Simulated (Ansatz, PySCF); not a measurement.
Se(SH)(GeH3) (GeH₄SSe), SMILES S[Se][GeH3]. Atoms are numbered in the order given.

```xyz
7

Se    -0.4896     0.1548     0.8878
S     -1.7341     0.9230    -0.7892
H     -1.2192     2.1748    -0.8199
Ge     1.2857    -0.6231    -0.4711
H      2.3144    -1.2599     0.4820
H      0.7422    -1.6581    -1.4669
H      1.9034     0.5711    -1.2171
```
Charge 0, spin multiplicity 1.

Geometry optimised at PBE0-D3(BJ)/def2-SVP. This is a generated structure with no PubChem entry under its InChIKey; it may be hypothetical. The values are those of a single conformer.

Two levels are set side by side: PBE-D3(BJ)/def2-SVP (Ansatz, a program for electronic structure) and PBE0-D3(BJ)/def2-SVP (Ansatz). Each level has its own optimised geometry; the coordinates shown are those of the second. Frequencies come from the Hessian of PySCF at each geometry. Differences are taken from unrounded values.

```json
[
 {"quantity": "mean bond length (Å)", "PBE0-D3(BJ)": "1.760"},
 {"quantity": "bond Se1–S2 (Å)", "PBE0-D3(BJ)": "2.225"},
 {"quantity": "bond Se1–Ge4 (Å)", "PBE0-D3(BJ)": "2.367"},
 {"quantity": "bond S2–H3 (Å)", "PBE0-D3(BJ)": "1.354"},
 {"quantity": "bond Ge4–H5 (Å)", "PBE0-D3(BJ)": "1.540"},
 {"quantity": "bond Ge4–H6 (Å)", "PBE0-D3(BJ)": "1.536"},
 {"quantity": "bond Ge4–H7 (Å)", "PBE0-D3(BJ)": "1.538"},
 {"quantity": "highest harmonic wavenumber (cm⁻¹)", "PBE0-D3(BJ)": "2685"},
 {"quantity": "mean harmonic wavenumber (cm⁻¹)", "PBE0-D3(BJ)": "988"},
 {"quantity": "zero-point energy (kcal/mol)", "PBE0-D3(BJ)": "21.18"}
]
```

### Question
What does PBE-D3(BJ) give, and how far is it from PBE0-D3(BJ)? (Estimate from the structure and the level; the computed values follow.)

### Answer

```csv
quantity,PBE-D3(BJ),PBE-D3(BJ) minus PBE0-D3(BJ)
mean bond length (Å),1.776,0.016
bond Se1–S2 (Å),2.247,0.022
bond Se1–Ge4 (Å),2.389,0.022
bond S2–H3 (Å),1.367,0.013
bond Ge4–H5 (Å),1.554,0.013
bond Ge4–H6 (Å),1.548,0.013
bond Ge4–H7 (Å),1.550,0.013
highest harmonic wavenumber (cm⁻¹),2571,-114
mean harmonic wavenumber (cm⁻¹),947,-41
zero-point energy (kcal/mol),20.30,-0.88
```

GGA bonds tend to be longer and softer than those of functionals with exact exchange. Differences between two approximate levels are no errors against the true value.
